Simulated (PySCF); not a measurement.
C3H7NSi, SMILES N(CC#C)[SiH3].

Geometry optimised at r2SCAN-D4/def2-SVP. Other conformers were not sampled.

Two levels are set side by side: PBE/def2-TZVP (PySCF) and HF/def2-TZVP (PySCF). Same geometry, gas phase. Differences are taken from unrounded values.

```tsv
quantity	HF
orbital gap (eV)	13.53
highest occupied level (eV)	-10.39
lowest empty level (eV)	3.15
dipole moment (D)	0.80
mean polarisability (bohr³)	62.9
```

Question: What does PBE give, and how far is it from HF? (Estimate from the structure and the level; the computed values follow.)

Answer: 
```tsv
quantity	PBE	PBE minus HF
orbital gap (eV)	5.11	-8.43
highest occupied level (eV)	-5.81	4.57
lowest empty level (eV)	-0.71	-3.86
dipole moment (D)	0.83	0.03
mean polarisability (bohr³)	69.6	6.8
```

Without exact exchange PBE keeps part of each electron's self-repulsion, which lifts occupied levels and narrows the gap. Loosely held outer electrons make PBE densities more polarisable. Differences between two approximate levels are no errors against the true value.

Rough cost on one machine, each run with all the roots and properties that it gave: HF against PBE about 1/3.
